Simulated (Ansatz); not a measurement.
CrOF4⁺, relaxed as a doublet with UKS r2SCAN-D4/def2-SVP in Ansatz, starting from the r2SCAN-D4/def2-SVP geometry of the neutral singlet. Force threshold 0.02 eV/Å.

In the charge 1 doublet, F3 and F6 lie 1.91 Å apart (atoms count from 1), so these atoms are partly bonded to each other. No other spin state of charge 1 was run.

Start:

Cartesian coordinates in Å:
```
Cr 0.0120 0.0198 0.0329
O 0.4663 0.7699 1.2780
F 1.3471 0.1023 -1.0436
F -0.7173 1.2152 -0.9607
F -1.5863 -0.4972 0.3882
F 0.4781 -1.6101 0.3052
```

Question: Estimate the energy that the relaxation releases and the steps that it takes.

Answer: 69.8 kJ/mol, in 15 steps; 97 s on 4 threads of Arm Neoverse V1 on a shared host. No frequencies were taken in this run, so the end may be a saddle point.

Question: Does the start keep its bonding and symmetry?

Answer: By distances, no bond broke or formed. The bond that changes most is Cr1–F6, from 1.72 to 1.86 Å (atoms count from 1). Point group C4v at the start, Cs at the end, both within 0.05 Å.

Question: Predict the relaxed structure.

Answer: 
```xyz
6

Cr   -0.1510    0.1345    0.0627
O     0.3743    0.8300    1.2886
F     1.3313   -0.1559   -0.9877
F    -0.6239    1.3197   -0.9803
F    -1.5714   -0.5770    0.5004
F     0.6407   -1.5513    0.1162
```
Bond lengths: 4 × Cr–F 1.65 to 1.86 Å; 1 × Cr–O 1.50 Å.
